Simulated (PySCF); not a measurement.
C₂H₄N, SMILES [CH]=NC, doublet (PBE0/def2-SVP optimised geometry):

```
7

C     -1.147     1.274    -0.777
N     -0.429     0.670     0.000
C      0.047    -0.689     0.000
H     -1.652     0.962    -1.719
H      1.147    -0.689     0.000
H     -0.274    -1.187     0.928
H     -0.314    -1.274    -0.866
```

Calculation: unrestricted PBE0/def2-TZVP run with PySCF.

Problem. What are the frontier orbital energies (α orbitals alone; a β orbital can be the lowest empty one) and the dipole moment?

Solution. HOMO-2 -9.47 eV, HOMO-1 -9.19 eV, HOMO -5.74 eV, LUMO -0.13 eV, LUMO+1 1.57 eV; dipole moment 2.15 D.

On the same geometry unrestricted PBE/def2-TZVP run with PySCF gives HOMO-2 -7.94 eV, HOMO-1 -7.83 eV, HOMO -4.32 eV, LUMO -1.27 eV, LUMO+1 0.75 eV; dipole moment 2.14 D.

Meta-Löwdin charges at PBE0/def2-TZVP: C1 -0.10, N2 -0.16, C3 -0.24, H4 0.12, H5 0.14, H6 0.14, H7 0.10.
